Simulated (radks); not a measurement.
The numbers below are computed, except where a source is named.
Neutral boron, configuration [He] 2s1.5 2p1.5 (fractional occupations, a model configuration).

Code: a radial shooting solver on a logarithmic mesh with Libxc functionals. Model: non-relativistic Kohn-Sham, PBE, spin-unpolarised, spherical densities, point nucleus.

Energy parts (eV):
| part | energy |
|---|---|
| total | -666.361 |
| kinetic | 663.704 |
| electron-nucleus | -1539.834 |
| Hartree | 312.412 |
| exchange-correlation | -102.642 |

Orbitals (lengths in bohr, moments of r in powers of bohr; r(max) is where P^2 peaks):
[
 {"orbital": "1s", "occ.": "2", "eigenvalue (eV)": "-181.1306", "r(max)": "0.2104", "<r^2>": "0.1474"},
 {"orbital": "2s", "occ.": "1.5", "eigenvalue (eV)": "-9.6892", "r(max)": "1.514", "<r^2>": "4.563"},
 {"orbital": "2p", "occ.": "1.5", "eigenvalue (eV)": "-3.8440", "r(max)": "1.568", "<r^2>": "6.699"}
]

The highest occupied level is 2p at -3.844 eV. Virial ratio -V/T = 2.00400. The density falls to 0.001 e/bohr^3 at r = 3.97 bohr.
